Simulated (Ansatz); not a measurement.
Breaking a bond: BeH (cation, charge +1), singlet.

Levels of theory: RKS-PBE = Ansatz (a quantum-chemistry and plane-wave program) with restricted PBE/cc-pVDZ; UKS-PBE = unrestricted PBE/cc-pVDZ run with Ansatz; FCI = full CI/cc-pVDZ, frozen core run with Ansatz.

Energies relative to the lowest point of each curve near equilibrium, in kJ/mol; the last columns give the error against full CI:

```tsv
R / Å	RKS-PBE	UKS-PBE	FCI	RKS-PBE − FCI	UKS-PBE − FCI
1.08	74.1	74.1	70.8	3.3	3.3
1.13	44.9	44.9	41.8	3.1	3.1
1.22	13.2	13.2	11.2	2.0	2.0
1.24	9.0	9.0	7.3	1.7	1.7
1.29	2.2	2.2	1.4	0.8	0.8
1.33	0.0	0.0	0.0	0.0	0.0
1.38	0.6	0.6	1.6	-1.0	-1.0
1.41	2.4	2.4	4.0	-1.6	-1.6
1.43	4.1	4.1	6.2	-2.0	-2.0
1.52	16.4	16.4	20.1	-3.7	-3.7
1.64	40.4	40.4	46.0	-5.6	-5.6
1.76	69.4	69.4	75.9	-6.5	-6.5
1.99	128.7	128.7	133.5	-4.9	-4.9
2.19	177.7	173.4	177.1	0.6	-3.8
2.38	219.1	203.1	210.3	8.8	-7.2
2.65	267.5	229.7	243.6	23.9	-13.9
2.90	301.6	244.8	262.5	39.0	-17.7
3.23	332.9	256.9	276.0	56.9	-19.1
3.59	353.7	264.0	282.5	71.2	-18.5
4.03	366.8	267.6	285.5	81.3	-17.9
4.67	372.5	267.9	286.8	85.6	-19.0
5.20	371.6	266.1	287.1	84.5	-21.1
```

RKS-PBE is furthest from FCI at 4.67 (85.6 kJ/mol, above); its mean absolute error over the points is 22.2 kJ/mol.

UKS-PBE is furthest from FCI at 5.20 (-21.1 kJ/mol, below); its mean absolute error over the points is 7.9 kJ/mol.

The restricted form behind RKS-PBE keeps the bonding electrons paired and can't separate into open-shell fragments. The unrestricted determinant behind UKS-PBE is spin-contaminated at 2.19 to 5.20 Å (<S²> up to 0.9, against 0.00 for a pure singlet).
